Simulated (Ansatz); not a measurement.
Results of the Gaussian-basis code of Ansatz.

A structure relaxed at PBE0-D4/def2-TZVP, charge 0, multiplicity 2:

```xyz
6

O     0.335   -0.739   -2.756
C     0.191   -0.475   -1.636
N     0.032   -0.244   -0.470
Si   -0.005    0.748    0.905
Cl   -1.887    0.691    1.694
Cl    1.334    0.019    2.264
```

(1) Give its formula and SMILES.

(2) Point group (tolerance 0.08 Å, 0.16 Å for H)?

(3) Summarise the bond lengths by kind.

Answers

(1) CCl2NOSi, `O=C=N[Si](Cl)Cl`.

(2) Cs.

(3) 1 × C–O 1.160 Å; 1 × C–N 1.200 Å; 1 × N–Si 1.695 Å; 2 × Cl–Si 2.042 Å.
